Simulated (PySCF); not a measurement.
**Potential energy of GdO along the bond**

Set-up: Gd x2c-SVPall, O x2c-SVPall; spin-free X2C with a Gaussian nucleus (PySCF 2.14). Energies in eV from Gd (4f7 5d1 6s2) + O in their ground configurations at the same level. State: nonet, about 7.3 electrons in the 4f shell (Mulliken).

All columns are PBEsol. A positive dipole means Gd(−)O(+).

```
R (Å)  E (eV)  μ (D)  Mulliken charge on Gd (basis-dependent)  HOMO (eV)  LUMO (eV)  Mayer bond order   ⟨S²⟩
1.540  -7.185  -1.76                                     0.10      -3.38      -2.27              2.50  20.01
1.612  -8.147  -2.44                                     0.17      -3.51      -2.57              2.49  20.01
1.683  -8.690  -3.05                                     0.22      -3.63      -2.88              2.48  20.01
1.737  -8.885  -3.46                                     0.26      -3.72      -3.10              2.47  20.01
1.791  -8.940  -3.84                                     0.28      -3.81      -3.31              2.47  20.01
1.845  -8.883  -4.18                                     0.31      -3.89      -3.51              2.46  20.02
1.916  -8.679  -4.60                                     0.34      -3.99      -3.74              2.45  20.02
2.006  -8.279  -5.05                                     0.37      -4.09      -3.97              2.43  20.02
2.113  -7.674  -5.51                                     0.40      -4.18      -4.18              2.40  20.03
2.257  -6.778  -6.00                                     0.43      -4.26      -4.32              2.37  20.03
```

A fit through these points gives, at Re = 1.788 Å, μ = -3.82 D and dμ/dR = -6.74 D/Å; the reduced mass is 14.52 u.

**Question.** How strong is the fundamental in the double-harmonic approximation, I = 42.26·(dμ/dR)²/μred km/mol?

**Answer.** I = 42.26·(-6.74)²/14.52 = 132 km/mol at PBEsol.

These are scalar-relativistic numbers at best; spin–orbit coupling would shift them, the dissociation energy most. With d or f electrons several states lie close, and the lowest PBE0 determinant need not be the measured ground state.

At some distances an empty level lies below a filled one, because the occupation is held.
